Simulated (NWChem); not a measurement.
# C₂H₆BeFN; SMILES C[N](C)[Be][F]

```xyz
11

Be    -0.0001     1.0721     0.0000
F     -0.0002     2.4599     0.0000
N      0.0002    -0.4335     0.0000
C      0.0000    -1.2375    -1.2104
C      0.0000    -1.2375     1.2104
H     -0.8881    -1.8891    -1.2691
H      0.8868    -1.8909    -1.2680
H      0.0012    -0.5999    -2.1023
H      0.8868    -1.8909     1.2680
H     -0.8881    -1.8891     1.2691
H      0.0012    -0.5999     2.1023
```
Atoms are numbered in this order, from 1.

Results from NWChem. Pople sets run with spherical d functions. STO-3G and 3-21G are far too small for this property and stand as cheap habits. Structure relaxed at the B3LYP/6-31G* (spherical d) level. B3LYP is NWChem's, with the RPA form of VWN correlation. GIAO values for the isolated, static molecule; σ is the absolute isotropic shielding, δ = σ(reference) − σ with the isolated reference molecule computed at the same levels (13C: tetramethylsilane, 19F: trichlorofluoromethane, 1H: tetramethylsilane, 15N: ammonia).

```json
[
 {"level": "Hartree-Fock/STO-3G", "σ Be1 (ppm)": "116.3", "δ F2 (ppm)": "-47.7", "δ N3 (ppm)": "-18.3", "δ C4 (ppm)": "40.1", "δ H6 (rotor mean) (ppm)": "1.49"},
 {"level": "B3LYP/6-31G*", "σ Be1 (ppm)": "107.8", "δ F2 (ppm)": "-163.9", "δ N3 (ppm)": "20.0", "δ C4 (ppm)": "39.0", "δ H6 (rotor mean) (ppm)": "2.47"},
 {"level": "BHandHLYP/pcSseg-1", "σ Be1 (ppm)": "104.5", "δ F2 (ppm)": "-173.5", "δ N3 (ppm)": "24.7", "δ C4 (ppm)": "39.8", "δ H6 (rotor mean) (ppm)": "2.47"},
 {"level": "Hartree-Fock/6-31G*", "σ Be1 (ppm)": "…", "δ F2 (ppm)": "…", "δ N3 (ppm)": "…", "δ C4 (ppm)": "…", "δ H6 (rotor mean) (ppm)": "…"},
 {"level": "B3LYP/6-311G**", "σ Be1 (ppm)": "102.3", "δ F2 (ppm)": "-191.6", "δ N3 (ppm)": "41.9", "δ C4 (ppm)": "41.2", "δ H6 (rotor mean) (ppm)": "2.56"}
]
```

Task: Some entries are withheld; supply them.

Result: 
- Hartree-Fock/6-31G*, σ Be1 (ppm): 113.4
- Hartree-Fock/6-31G*, δ F2 (ppm): -120.4
- Hartree-Fock/6-31G*, δ N3 (ppm): -2.2
- Hartree-Fock/6-31G*, δ C4 (ppm): 36.0
- Hartree-Fock/6-31G*, δ H6 (rotor mean) (ppm): 2.39
